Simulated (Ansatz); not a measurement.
Relaxation of C3H11NSi (16 atoms, charge 0, multiplicity 1), to a largest force component of 0.02 eV/Å in at most 40 steps.

These are results of RKS PBE/STO-3G in Ansatz 0.2.0, not measurements.

```xyz
16
Properties=species:S:1:pos:R:3:forces:R:3
Si 0.000 0.000 0.000 0.12 -0.03 2.68
N 0.000 0.000 1.820 0.18 -0.14 -1.97
H -0.877 -0.271 2.350 1.26 0.39 -0.09
H 0.877 0.271 2.350 -1.28 -0.38 -0.08
C 1.763 0.000 -0.623 0.19 0.04 0.16
H 2.111 -1.046 -0.751 0.14 0.40 -0.01
H 1.812 0.528 -1.598 0.21 -0.20 0.28
H 2.415 0.519 0.111 0.06 -0.16 -0.39
C -0.881 1.526 -0.623 -0.20 0.27 -0.18
H -1.933 1.272 -0.867 0.24 0.37 0.01
H -0.862 2.311 0.162 -0.12 -0.07 -0.40
H -0.370 1.903 -1.534 -0.35 0.09 0.22
C -0.881 -1.526 -0.623 -0.23 -0.17 -0.09
H -1.380 -2.038 0.226 0.04 -0.05 -0.41
H -1.641 -1.233 -1.377 0.14 -0.37 0.17
H -0.145 -2.215 -1.088 -0.42 0.03 0.12
```

Where does it end, and by what steps?

It converged. The force dipped under the threshold on the way, but the program's further checks kept it going. Limits of this set-up: minimal basis. After 15 steps the energy has fallen by 0.517 eV; H14 moved furthest, 0.87 Å.

```tsv
step	energy less start (eV)	largest force component (eV/Å)	accepted
0	0.0000	2.678	yes
1	-0.2538	1.335	yes
2	-0.3096	0.261	yes
3	-0.3416	0.998	yes
4	-0.3653	2.093	yes
5	-0.4414	0.898	yes
6	-0.4926	0.156	yes
7	-0.4928	0.498	yes
8	-0.5103	0.128	yes
9	-0.5112	0.055	yes
10	-0.5157	0.019	yes
11	-0.5135	0.277	no
12	-0.5161	0.183	yes
13	-0.5172	0.057	yes
14	-0.5174	0.017	yes
15	-0.5175	0.006	yes
```

```xyz
16
Properties=species:S:1:pos:R:3
Si 0.036 -0.070 0.023
N 0.163 -0.382 1.797
H -0.829 -0.343 2.186
H 0.589 0.493 2.232
C 1.794 0.049 -0.639
H 2.367 -0.863 -0.405
H 1.800 0.178 -1.734
H 2.334 0.905 -0.200
C -0.894 1.523 -0.411
H -1.931 1.504 -0.037
H -0.401 2.412 0.018
H -0.938 1.665 -1.504
C -0.876 -1.535 -0.727
H -1.900 -1.621 -0.327
H -0.955 -1.436 -1.823
H -0.352 -2.480 -0.511
```

Whether the end is a true minimum wasn't checked by a vibrational analysis.

Run time: 43 s on 1 thread of Intel(R) Xeon(R) Platinum 8488C (Sapphire Rapids), with other jobs on the host, peak memory 0.15 GiB.
